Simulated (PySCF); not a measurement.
# Working out the ionisation energy of Nb⁺

Nb⁺ [Kr] 4d4 (5D) → Nb²⁺ [Kr] 4d3 (4F). Computed with PySCF 2.14 in ANO-RCC-VTZP (7s6p4d2f1g, 68 functions), with scalar relativity by spin-free X2C-1e. Frozen: [Ar] 3d10. Energies in hartree (1 hartree = 27.21139 eV):

```
            part   Nb⁺ (lower)  Nb²⁺ (upper)
             UHF  -3816.908206  -3816.426937
CCSD correlation     -0.317898     -0.284912
             (T)     -0.007787     -0.005969
```

Question: What does Hartree-Fock give?

Answer: (-3816.426937) − (-3816.908206) = 0.481269 hartree = 13.096 eV.

Question: What do CCSD and CCSD(T) give?

Answer: The CCSD correlation energies differ by 0.032986 hartree = 0.898 eV and the triples by 0.001818 hartree = 0.049 eV, so CCSD gives 13.994 eV and CCSD(T) 14.043 eV.

A first-order spin-orbit estimate adds -0.053 eV to CCSD(T) (valence and next inner shell), giving 13.990 eV against 14.32 eV (semi-empirical (NIST evaluation); NIST Atomic Spectra Database, ionization energies).

What remains against the reference includes basis incompleteness, the frozen core and higher excitations.
